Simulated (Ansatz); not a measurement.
Reaction (ligand exchange at a B–C bond): `OB(F)CF` + `[SiH3]S` → `OB(F)S[SiH3]` + fluoromethane

Gas-phase electronic energies from Ansatz, PBE0-D4/def2-TZVP geometries. CCSD(T)/CBS adds triple-zeta CCSD(T) − MP2 to the extrapolated MP2 energy (def2 sets, frozen cores). This one scheme is used for every species. Functionals use def2-TZVPP. B3LYP here is the variant with VWN-RPA as its local correlation; programs differ in this. Each species was taken in one conformer, which may not be the lowest.

(1) Is it downhill or uphill in electronic energy at CCSD(T)/CBS, and by how much? (An estimate is asked.)

(2) What do these levels give: PBE-D4, B3LYP-D4, ωB97M-V, HF/def2-TZVPP, HF/CBS(def2), CCSD/CBS(def2)? (Estimate.)

Largest T1 diagnostic among the species: 0.013.

Answers

(1) The calculation gave: Downhill: ΔE = -55.8 kJ/mol.

(2) Ansatz gave: PBE-D4 -56.0, B3LYP-D4 -55.1, ωB97M-V -53.0, HF/def2-TZVPP -51.7, HF/CBS(def2) -51.3, CCSD/CBS(def2) -53.5 kJ/mol.

The D4 term adds −5.7 kJ/mol with B3LYP and −3.1 kJ/mol with PBE0; it sums over pairs of atoms, weighted by their polarisabilities, and B3LYP, whose exchange is more repulsive, gets the larger term. In def2-TZVPP, CCSD(T) changes the Hartree–Fock value by −3.8 kJ/mol (the triples alone add −2.3 kJ/mol) and MP2 by −10.5 kJ/mol.
